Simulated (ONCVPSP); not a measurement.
What one change does to a pseudopotential (Tc, ONCV)

ONCVPSP 4.0.1 input, shortened (lines: element, Z, core and valence counts, functional; n l f; lmax; l rc ep ncon nbas qcut; lloc lpopt rc5 dvloc0; l nproj debl; icmod fcfact rcfact), PBE, fully relativistic:

```
  Tc 43.00    6    4        4      upf
    1    0    2.00
    2    0    2.00
    2    1    6.00
    3    0    2.00
    3    1    6.00
    3    2   10.00
    4    0    2.00
    4    1    6.00
    4    2    5.00
    5    0    2.00
    2
    0    1.35    0.00    3    7    7.20
    1    1.50    0.00    5    8   10.30
    2    2.35    0.00    5   10    7.70
    4    4    0.90    4.00
    0    3    1.80
    1    2    2.90
    2    2    3.00
    2    0.20    0.85
```

Open shells are filled in proportion to 2j + 1.

All-electron outer shells of the reference configuration (PBE, scalar-relativistic, ld1.x):

| shell | level (eV) | outermost node (bohr) | outermost maximum (bohr) |
| --- | --- | --- | --- |
| 3d | -249.88 | – | 0.31 |
| 4s | -73.38 | 0.50 | 0.95 |
| 4p | -45.34 | 0.51 | 1.03 |
| 4d | -6.66 | 0.50 | 1.27 |
| 5s | -5.04 | 1.28 | 2.72 |

Change: all radii but the core radius scaled by about 1.32 (s 1.78, p 1.98, d 3.12 bohr); local potential polynomial inside 1.20 bohr (lpopt 4, dvloc0 4 Ha).

Cutoffs: the cutoffs (Ha) at which the residual kinetic energy of the hardest occupied pseudo-wave falls to 1 and 0.1 mHa per electron; they do not see the model core or the augmentation charge, which bear on the density cutoff. Errors are all-electron minus pseudo energies relative to the spin-unpolarised reference configuration.

Problem. How do hardness, ghosts and transferability respond?

Solution. The potential gets softer (37 Ha and 44 Ha → 27 Ha and 33 Ha); of the 4 tests that both files solve, the error grows in 3 and shrinks in 0 by more than 15 % and 0.3 meV (median size 1.6 → 20.3 meV); neither file shows a bound ghost. A larger radius leaves more room for a smooth pseudo-wave, so fewer plane waves are needed. More of the atom is replaced by a form fitted at one configuration, so other configurations suffer.

```csv
quantity,base,changed
"cutoff, loose",37 Ha,27 Ha
"cutoff, tight",44 Ha,33 Ha
loose cutoff by channel,"s 22 Ha, p 37 Ha, d 18 Ha","s 17 Ha, p 27 Ha, d 14 Ha"
bound ghosts,none,none
GHOST(+) flags under 300 eV,none,none
"error for 4s2 4p6 4d5 5s1, meV [ΔE 8.15 eV]",+0.1,-0.3
"error for 4s2 4p6 4d5 5s0, meV [ΔE 23.01 eV]",-1.2,-10
"error for 4s2 4p6 4d4 5s0, meV [ΔE 51.71 eV]",+2.0,+30
"error for 4s2 4p5 4d5 5s2, meV [ΔE 51.55 eV]",-23,-106
"rms error of d²Exc/dni dnj with the model core, mHa",4.50,3.91
```
